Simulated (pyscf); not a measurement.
**Routes from •H₂C–AlH–Cl**

Candidate steps break at most two bonds and form at most two. Each was searched with GFN2-xTB (tblite) first. PySCF, gas phase, ωB97X-D3(BJ)/def2-SVP geometries. MP2 and CC: frozen core, UHF for open shells. ΔMP2 is the change of the MP2 total energy from the triple- to the quadruple-zeta basis. Energies: CCSD(T)/def2-TZVPP + ΔMP2(QZVPP), kcal/mol, from the reactant's lowest minimum found, doublet surface; ΔG‡ with ideal gas, 1 atm, RRHO with modes under 100 cm⁻¹ raised to 100, one conformer, R ln 2 for chiral ones without a mode under 150 cm⁻¹.

```
products                  type   ΔE‡     ΔE  ΔG‡ 298 K  ΔG‡ 900 K  ν‡ (cm⁻¹)
-------------  ---------------  ----  -----  ---------  ---------  ---------
[H₃C–Al–Cl]•    hydrogen shift  38.9  -16.8       38.0       38.8      1522i
[HAl–CH₂–Cl]•  group migration  55.0  +40.5       55.2       57.3      1005i
```

Plain bond fissions and candidates not yet searched are not listed, and one of them may be faster. Each barrier is that of the saddle found; lower ones may exist. The CCSD(T) − MP2 part came from Ansatz, without density fitting, on the same reference. An open-shell T1 diagnostic exceeds 0.045. A UHF reference is spin-contaminated (<S²> up to 0.87), which harms MP2 most.
